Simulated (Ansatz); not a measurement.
The cluster RuO₂⁺, relaxed as a doublet with UKS PBE0-D4/def2-TZVP in Ansatz, starting from the GFN2-xTB geometry. Force threshold 0.02 eV/Å.

In the def2 sets Ru takes a core potential; there is no spin–orbit coupling. The structure comes from a short search, and lower isomers may exist.

Start:

Cartesian coordinates in Å:
```
Ru 0.2724 0.2796 0.3896
O 0.9347 -0.0556 -1.0040
O -1.2071 -0.2240 0.6144
```

| step | energy (eV) | largest force component (eV/Å) | SCF passes |
| --- | --- | --- | --- |
| 1 | -6661.6008 | 4.145 | 96 |
| 2 | -6661.8904 | 0.861 | 75 |
| 3 | -6661.9404 | 0.432 | 79 |
| 4 | -6661.9630 | 0.188 | 81 |
| 5 | -6661.9823 | 0.032 | 285 |
| 6 | -6661.9823 | 0.010 | 60 |

Force components are those of the run's own axes.

End:

Cartesian coordinates in Å:
```
Ru 0.214 0.220 0.306
O 1.083 -0.016 -1.052
O -1.297 -0.203 0.746
```

By distances, no bond broke or formed. The bond that changes most is Ru1–O3, from 1.58 to 1.63 Å (atoms count from 1).

No frequencies were taken in this run, so the end may be a saddle point.

It took 28 s on 4 threads of Arm Neoverse V1 on a shared host.
